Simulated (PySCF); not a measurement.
**Bi: excitation energy**

Bi [Xe] 4f14 5d10 6s2 6p3 (4S) → Bi [Xe] 4f14 5d10 6s2 6p2 7s1 (4P), as a difference of total energies. Computed with PySCF 2.14 in aug-cc-pVQZ-DK3 (10s9p7d4f2g, 118 functions), with the spin-free X2C one-electron Hamiltonian (Gaussian nucleus). Correlated levels: valence: [Xe] 4f14 5d10 frozen. The calculations carry no spin-orbit coupling.

```tsv
method	excitation energy (eV)
UHF	5.179
MP2 (valence)	5.314
SCS-MP2 (valence)	5.290
CCSD (valence)	5.289
CCSD(T) (valence)	5.294
```

**Question.** How much does correlation contribute at CCSD(T) (valence)?

**Answer.** 5.294 − (5.179) = 0.115 eV, measured against UHF.

Spin-orbit coupling is strong in these open shells (close to jj coupling). The scalar numbers leave it out and a first-order estimate fails, so it can dominate the gap to the real levels.

The promoted electron is Rydberg-like, and one or two diffuse shells describe it only roughly, which tends to raise the upper state.
